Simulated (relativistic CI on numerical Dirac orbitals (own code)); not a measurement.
Computed by Dirac-Coulomb-Breit CI, separate exchange-only KLI orbitals for each configuration, a model potential for QED, unscaled Slater integrals (own radial code, finite nucleus).

The strongest absorption lines from the ground level of an ion, among the configurations computed and to levels below about 499 eV (vacuum wavelength in nm, gf): 4.7861 (0.22), 4.9676 (0.65), 4.9769 (1.2), 4.9960 (1.5), 5.2792 (0.093), 6.5942 (0.14), 6.5949 (0.34), 6.6453 (0.46).

Which ion is it?
A. I XL
B. Ag XXXII
C. I XXXVIII
D. Sn XXXV

C. I XXXVIII has 16 electrons and the ground level 3s2.3p4 3P_2; the strongest line goes to 3s2.3p3.3d 3D°_3. The pattern of lines fixes the number of electrons, and along that sequence the line energies rise steadily with the charge (about as its square where n changes within one kind of shell, about linearly where n is kept but much faster in heavy ions where fine structure, which grows about as Z⁴, sets the gap, and irregularly where shells cross), which fixes Z. Configurations outside the model, such as inner-shell arrays, can give stronger lines. At this charge energies of transitions that change n are usually good to better than 1 %, and those within a shell (Δn = 0) to a few per cent.

LS names give the leading component of a level, which can be under half, so a name can repeat, a term be missing and a line seem to break the LS rules.
